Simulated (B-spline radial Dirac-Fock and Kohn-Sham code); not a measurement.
Relativistic shifts of the levels of Mn⁴⁺

System: manganese as Mn⁴⁺ in the configuration 1s2 2s2 2p6 3s2 3p6 3d3.

Both columns are ΔSCF binding energies of the configuration average from a radial B-spline solver: non-relativistic Hartree-Fock with a point nucleus, and Dirac-Fock with a finite nucleus and the Coulomb interaction alone, averaged over the two j levels with weights 2j+1.

| shell | Hartree-Fock (eV) | Dirac-Fock (eV) | shift (eV) | shift (%) |
| --- | --- | --- | --- | --- |
| 1s | 6570.7 | 6626.0 | +55.37 | +0.84 |
| 2s | 841.1 | 852.5 | +11.33 | +1.35 |
| 2p | 722.6 | 724.5 | +1.81 | +0.25 |
| 3s | 159.2 | 161.0 | +1.82 | +1.15 |
| 3p | 122.0 | 122.3 | +0.31 | +0.25 |
| 3d | 70.27 | 69.92 | -0.35 | -0.50 |

Relativity binds 1s, 2s, 2p, 3s, 3p more strongly, among those listed most of all 2s in relative terms, and 3d more weakly, because the contracted s and p shells screen the nucleus better.

Values without a named source are computed, but for edge energies of neutral atoms, which are taken from tables.
